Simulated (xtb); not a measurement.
xtb input (GFN2-xTB):

```bash
xtb mol.xyz --gfn 2 --sp --chrg 1 --uhf 0
```
mol.xyz:
```
2

Ge    -0.00000000    -0.00000000    -1.59327959
I      0.00000000     0.00000000     0.96198013
```

End of the output:

```
         :::::::::::::::::::::::::::::::::::::::::::::::::::::
         ::                     SUMMARY                     ::
         :::::::::::::::::::::::::::::::::::::::::::::::::::::
         :: total energy              -5.326827371123 Eh    ::
         :: gradient norm              0.045514685138 Eh/a0 ::
         :: HOMO-LUMO gap              2.867968102267 eV    ::
         ::.................................................::
         :: SCC energy                -5.330823188379 Eh    ::
         :: -> isotropic ES            0.092844696468 Eh    ::
         :: -> anisotropic ES         -0.002555208350 Eh    ::
         :: -> anisotropic XC         -0.009999905622 Eh    ::
         :: -> dispersion             -0.001046781946 Eh    ::
         :: repulsion energy           0.003995817256 Eh    ::
         :: add. restraining           0.000000000000 Eh    ::
         :: total charge               1.000000000000 e     ::
         :::::::::::::::::::::::::::::::::::::::::::::::::::::

           -------------------------------------------------
          |                Property Printout                |
           -------------------------------------------------

    * Orbital Energies and Occupations

         #    Occupation            Energy/Eh            Energy/eV
      -------------------------------------------------------------
         1        2.0000           -1.0123211             -27.5467
         2        2.0000           -0.9917595             -26.9872
         3        2.0000           -0.7050774             -19.1861
         4        2.0000           -0.6883738             -18.7316
         5        2.0000           -0.6883738             -18.7316 (HOMO)
         6                         -0.5829779             -15.8636 (LUMO)
         7                         -0.5829779             -15.8636
         8                         -0.4984028             -13.5622
         9                         -0.3927736             -10.6879
        10                         -0.3927736             -10.6879
        11                         -0.3238057              -8.8112
        12                         -0.3238057              -8.8112
        13                         -0.2519885              -6.8570
Note: The following floating-point exceptions are signalling: IEEE_DENORMAL
normal termination of xtb
        14                         -0.2519885              -6.8570
        15                         -0.2190918              -5.9618
        16                         -0.1323326              -3.6010
       ...                                ...                  ...
        18                          0.6114459              16.6383
      -------------------------------------------------------------
                  HL-Gap            0.1053959 Eh            2.8680 eV
             Fermi-level           -0.6356758 Eh          -17.2976 eV

     #   Z          covCN         q      C6AA      α(0)
     1  32 Ge       0.875     0.701   266.032    34.888
     2  53 I        0.875     0.299   350.669    32.327

 Mol. C6AA /au·bohr⁶  :       1215.384491
 Mol. C8AA /au·bohr⁸  :     111775.527597
 Mol. α(0) /au        :         67.214315

Wiberg/Mayer (AO) data.
largest (>0.10) Wiberg bond orders for each atom

 ---------------------------------------------------------------------------
     #   Z sym  total        # sym  WBO       # sym  WBO       # sym  WBO
 ---------------------------------------------------------------------------
     1  32 Ge   1.925 --     2 I    1.925
     2  53 I    1.925 --     1 Ge   1.925
 ---------------------------------------------------------------------------

Topologies differ in total number of bonds
Writing topology from bond orders to xtbtopo.mol

molecular dipole:
                 x           y           z       tot (Debye)
 q only:        0.000       0.000      -1.568
   full:        0.000       0.000      -4.289      10.902
molecular quadrupole (traceless):
                xx          xy          yy          xz          yz          zz
 q only:       -3.672       0.000      -3.672       0.000       0.000       7.344
  q+dip:       -5.389       0.000      -5.389       0.000       0.000      10.778
   full:       -2.910      -0.000      -2.910       0.000       0.000       5.820

           -------------------------------------------------
          | TOTAL ENERGY               -5.326827371123 Eh   |
          | GRADIENT NORM               0.045514685138 Eh/α |
          | HOMO-LUMO GAP               2.867968102267 eV   |
           -------------------------------------------------

------------------------------------------------------------------------
------------------------------------------------------------------------
 total:
 SCF:
```

This state (charge 1, singlet) is run at the relaxed geometry of the species with charge 0 and multiplicity 2.
